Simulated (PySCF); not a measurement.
All of these have the formula C7H5NO2. Method used: TDDFT PBE0/def2-SVPD, vertical, gas phase, core orbitals frozen in the response (PySCF). Geometries: GFN2-xTB; one conformer of each isolated species. Triplets are in the Tamm–Dancoff approximation.

A. `OC1=CC2=C(C=C1)C=NO2`
B. `C=Nc1coc2ccoc12`
C. `O=CC#CC#CCNC=O`

Lowest singlet levels (six at most, fewer where fewer were computed) with oscillator strengths:

1. 350 nm (f 0.000); 336 nm (f 0.001); 288 nm (f 0.139); 258 nm (f 0.002); 255 nm (f 0.002); 246 nm (f 0.010); T1 2.96 eV
2. 251 nm (f 0.115); 234 nm (f 0.076); 206 nm (f 0.000); 204 nm (f 0.004); 203 nm (f 0.263); 187 nm (f 0.210); T1 3.53 eV
3. 282 nm (f 0.062); 270 nm (f 0.001); 234 nm (f 0.315); 219 nm (f 0.312); 209 nm (f 0.003); 201 nm (f 0.001); T1 2.99 eV

Problem. Which spectrum belongs to which structure?

Solution. 1 = C, 2 = A, 3 = B.
- A: S1 at 4.94 eV, HOMO→LUMO (62%), HOMO-1→LUMO (16%), HOMO→LUMO+1 (13%); Löwdin shares by element: HOMO carbon 29% or more, oxygen 16% or more, nitrogen 14% (atoms not listed hold the other 40%); LUMO carbon 42% or more, nitrogen 17% (atoms not listed hold the other 41%); HOMO -6.87 and LUMO -1.21 eV; point group Cs, 1 of its 6 listed states under f = 0.0005.
- B: S1 at 4.39 eV, HOMO→LUMO (88%); Löwdin shares by element: HOMO carbon 62% or more (atoms not listed hold the other 38%); LUMO carbon 48% or more, nitrogen 22%, oxygen 8% or more (atoms not listed hold the other 23%); HOMO -6.21 and LUMO -1.15 eV; point group Cs.
- C: S1 at 3.54 eV, HOMO-2→LUMO (94%); Löwdin shares by element: HOMO carbon 42% or more, oxygen 23% or more (atoms not listed hold the other 35%); LUMO carbon 51% or more, oxygen 22% or more (atoms not listed hold the other 27%); HOMO -7.84 and LUMO -2.72 eV.
